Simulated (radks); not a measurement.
Task: Species: Kr. Configuration: [Kr]. Calculated with a radial shooting solver on a logarithmic mesh with Libxc functionals: non-relativistic Kohn-Sham, B86b exchange with PBE correlation, spin-unpolarised, spherical densities, point nucleus. Some entries of the table are withheld. Estimate them.

orbital,occ.,eigenvalue (eV),<r^2> (bohr^2),r(max) (bohr)
1s,2,-13901.67,0.002413,0.02804
2s,2,-1806.442,0.04150,0.1581
2p,6,(1),0.03200,0.1251
3s,2,-254.4172,0.3367,0.4768
3p,6,-193.1641,(2),0.4675
3d,10,-83.3760,0.3776,0.4108
4s,2,-22.1908,2.946,1.366
4p,6,-9.2990,4.481,1.560

Result: 
(1) 2p eigenvalue (eV): -1634.111
(2) 3p <r^2> (bohr^2): 0.3477
